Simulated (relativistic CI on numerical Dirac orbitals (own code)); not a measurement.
# Os⁶²⁺: sensitivity of the levels to the model

Base calculation: Dirac-Coulomb-Breit CI, separate exchange-only KLI orbitals for each configuration, a model potential for QED, unscaled Slater integrals.

Configurations in the expansion (outside the closed core [Ne]): 3s2 3p2, 3s2 3p 3d, 3s 3p3, 3s2 3d2, 3p4, 3s 3p2 3d, 3p2 3d2, 3s 3p 3d2, 3p3 3d, 3s2 3d 4s, 3s2 3d 4p, 3s 3p 3d 4s, 3p3 4s, 3s2 3p 4s, 3s 3p 3d 4p, 3p3 4p. Levels of other configurations are missing.

Variants: (1) QED terms removed. Shifts of the energy above 3s2 3p2 3P_0, in eV, for the lowest level and the first level of each name with at least 55 % of one term (blank where a level changes its place among those of its configuration and J or its character, or is not in the variant):

```csv
Level,Base,Δ(1)
3s2 3p2 3P_0,0.00,0.00
3s2 3p2 3P_1,396.40,-0.38
3s2 3p2 1D_2,406.20,-0.38
3s2 3p 3d 3F°_2,624.52,+0.68
3s2 3p2 1S_0,831.41,-0.69
3s 3p3 3D°_3,979.39,+4.16
3s 3p3 3P°_0,991.10,+3.80
3s2 3p 3d 3P°_0,1066.98,+0.92
3s2 3p 3d 3F°_4,1126.55,+0.08
3s2 3p 3d 3D°_3,1160.87,+0.19
3s2 3p 3d 1P°_1,1171.57,+0.18
3s 3p2 3d 5D_0,1178.10,+5.56
3s 3p2 3d 3G_5,1294.29,+5.15
```

At this charge energies of transitions that change n are usually good to better than 1 %, and those within a shell (Δn = 0) to a few per cent.

Ionisation energy from the two ground configurations alone: base 7038.67 eV. The NIST ASD value (theoretical) is 7039 eV.

LS names give the leading component of a level, which can be under half, so a name can repeat, a term be missing and a line seem to break the LS rules.
